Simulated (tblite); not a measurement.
Isomers of C6H5ClFO (doublet state). Computed values, GFN2-xTB/tblite, gas phase, harmonic and unscaled. This tight-binding method is rough: wavenumbers can miss measured ones by several per cent, in bad cases by 10 to 20. One conformer each. Open shells enter through the occupations alone, without spin polarisation, and single modes of such species can be off by tens of per cent.

Electronic energies: GFN2-xTB at the same geometries; isomer energies are rough at this level and their order can be wrong.

```tsv
SMILES	electronic energy, lowest = 0 (kcal/mol)
C=C(/[C]=C\Cl)O/C=C\F	61.8
OC1=C(F)C=CC[C]1Cl	0.0
C=C(/C=C/Cl)O/[C]=C\F	66.8
C=C(/C=C/Cl)O/C=[C]\F	76.9
```

**Question.** How do GFN2-xTB zero-point energies change the relative energies?

**Answer.** 
```
               SMILES  ZPE (kcal/mol)  of it from modes above 1550 cm⁻¹  electronic (kcal/mol)  with ZPE, lowest = 0 (kcal/mol)  lowest mode (cm⁻¹)  rings
   OC1=C(F)C=CC[C]1Cl            58.3                              24.3                    0.0                              0.0                 101      1
C=C(/[C]=C\Cl)O/C=C\F            55.6                              27.4                   61.8                             59.0                  30      0
C=C(/C=C/Cl)O/[C]=C\F            56.0                              29.4                   66.8                             64.6                  24      0
C=C(/C=C/Cl)O/C=[C]\F            56.4                              29.4                   76.9                             75.0                  39      0
```

The zero-point energies span 2.7 kcal/mol, from `C=C(/[C]=C\Cl)O/C=C\F` to `OC1=C(F)C=CC[C]1Cl`. The order is unchanged.

**Question.** What do entropy and thermal enthalpy add at 298.15 K and 1 bar (rigid rotor, harmonic oscillator, one conformer each)?

**Answer.** 
| SMILES | point group | symmetry number | S (cal/(mol K)) | H − H(0) (kcal/mol) | ZPE + H − H(0) − TS (kcal/mol) |
| --- | --- | --- | --- | --- | --- |
| OC1=C(F)C=CC[C]1Cl | Cs | 1 | 91.8 | 5.90 | 36.8 |
| C=C(/[C]=C\Cl)O/C=C\F | C1 | 1 | 104.6 | 6.96 | 31.3 |
| C=C(/C=C/Cl)O/C=[C]\F | C1 | 1 | 102.6 | 6.81 | 32.6 |

S holds R ln(2S + 1) for the spin.

Not tabulated: `C=C(/C=C/Cl)O/[C]=C\F` (lowest mode only 24 cm⁻¹).
